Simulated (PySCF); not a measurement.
ZnI, SMILES [Zn+][I], charge +1.

Geometry optimised at B3LYP-D3(BJ)/def2-TZVP. The spin state was assumed, not searched. The def2 effective core potentials stand for the cores of I; spin–orbit coupling is left out.

Two levels are set side by side: PBE/def2-TZVPD (PySCF) and ωB97X/def2-TZVPD (PySCF). Same geometry, gas phase. Differences are taken from unrounded values.

```
quantity                      ωB97X
---------------------------  ------
orbital gap (eV)               7.06
highest occupied level (eV)  -15.37
lowest empty level (eV)       -8.31
mean polarisability (bohr³)    52.7
```

**Question.** What does PBE give, and how far is it from ωB97X? (An estimate is asked for; the answer gives what the named calculation found.)

**Answer.** 
| quantity | PBE | PBE minus ωB97X |
|---|---|---|
| orbital gap (eV) | 1.07 | -5.99 |
| highest occupied level (eV) | -12.24 | 3.13 |
| lowest empty level (eV) | -11.17 | -2.86 |
| mean polarisability (bohr³) | 52.7 | 0.0 |

PBE's occupied levels lie high since its potential decays too fast outside the molecule; exact exchange lowers them and widens the gap. Differences between two approximate levels are no errors against the true value.

Rough cost on one machine, each run with all the roots and properties that it gave: ωB97X against PBE within a factor of 2.
